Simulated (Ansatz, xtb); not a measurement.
## C7H7N: which of two isomers lies lower

Structure X: `C=C/C=C/C=C\C#N`, a singlet. Structure Y: `C=C/C=C\C=C\C#N`, a singlet. Both are isolated molecules in the gas phase, relaxed with PBE-D3(BJ)/def2-SVP; the shapes shown needn't be the lowest conformers.

X (Å):

```
atom    x (Å)    y (Å)    z (Å)
   C   2.3864   2.8133  -1.7103
   C   1.1851   2.2352  -1.4615
   C   0.9112   1.4000  -0.3144
   C  -0.2997   0.8135  -0.0588
   C  -0.5514  -0.0149   1.0890
   C  -1.7447  -0.6225   1.3857
   C  -2.9069  -0.5041   0.5739
   N  -3.8705  -0.4087  -0.0949
   H   3.2404   2.6699  -1.0279
   H   2.5506   3.4427  -2.5974
   H   0.3493   2.3983  -2.1650
   H   1.7429   1.2323   0.3945
   H  -1.1358   0.9761  -0.7620
   H   0.2857  -0.1750   1.7894
   H  -1.8397  -1.2406   2.2924
```

Y (Å):

```csv
atom,x (Å),y (Å),z (Å)
C,1.1414,-3.4583,1.1197
C,0.6798,-2.4127,0.3901
C,-0.2831,-2.5536,-0.6812
C,-0.8000,-1.5519,-1.4652
C,-0.4803,-0.1517,-1.3725
C,-1.0328,0.8006,-2.1869
C,-0.7181,2.1833,-2.0971
N,-0.4686,3.3318,-2.0362
H,1.8737,-3.3182,1.9285
H,0.7949,-4.4866,0.9244
H,1.0546,-1.4014,0.6216
H,-0.6318,-3.5821,-0.8791
H,-1.5300,-1.8331,-2.2431
H,0.2446,0.1776,-0.6103
H,-1.7628,0.5108,-2.9625
```

Energies in hartree; the thermal terms are from GFN2-xTB frequencies at re-optimised GFN2-xTB minima (ideal gas, soft modes damped towards free rotors, one conformer each, 298.15 K, 1 atm) and include the zero-point energy:

```
                              X           Y
E, CCSD(T)/def2-SVP  −324.469646  −324.466986
    E, MP2/def2-SVP  −324.364848  −324.361930
  E, MP2/def2-TZVPP  −324.949105  −324.945795
  zero-point energy     0.114352     0.114348
       H(298 K) − E     0.123821     0.123892
       G(298 K) − E     0.080834     0.080699
```

Correct the CCSD(T) difference for the basis set by the MP2 change, then work out ΔE, ΔE₀, ΔH and ΔG for X → Y in kJ/mol (1 Eh = 2625.50 kJ/mol) and the equilibrium ratio [Y]/[X].

1. Differences Y − X: CCSD(T) +0.002660, MP2 in the small set +0.002918, MP2 in the large set +0.003310 Eh.
2. ΔE = +0.002660 + (+0.003310 − (+0.002918)) = +0.003052 Eh = +8.01 kJ/mol.
3. ΔE₀ = ΔE + ΔZPE = +0.003052 + (−0.000004) Eh = +8.00 kJ/mol.
4. ΔH = ΔE + (+0.000071) Eh = +8.20 kJ/mol.
5. ΔG = ΔE + (−0.000135) Eh = +7.66 kJ/mol, so ΔS = (ΔH − ΔG)/T = +1.8 J/(mol K).
6. kT = 0.9442 mEh, so K = [Y]/[X] = exp(−ΔG/kT) = exp(−3.09) ≈ 0.046.

Structure X is favoured at this temperature. An error of 4 kJ/mol in ΔG would change K by a factor of 5. Mirror images and further conformers aren't counted.

As drawn, both hold the same kinds of bond in the same numbers.

Other levels gave ΔE = +6.6 (GFN2-xTB); +6.5 (HF/STO-3G, GFN2-xTB geometries); +8.2 (r2SCAN-D4/def2-SVP, GFN2-xTB geometries); +7.6 (PBE-D3(BJ)/def2-SVP); +8.5 (HF/def2-SVP); +7.7 (MP2/def2-SVP); +7.0 (CCSD(T)/def2-SVP) kJ/mol. The correlated steps freeze 8 core orbitals. Programs: Ansatz 0.2.0, xtb 6.7.1.
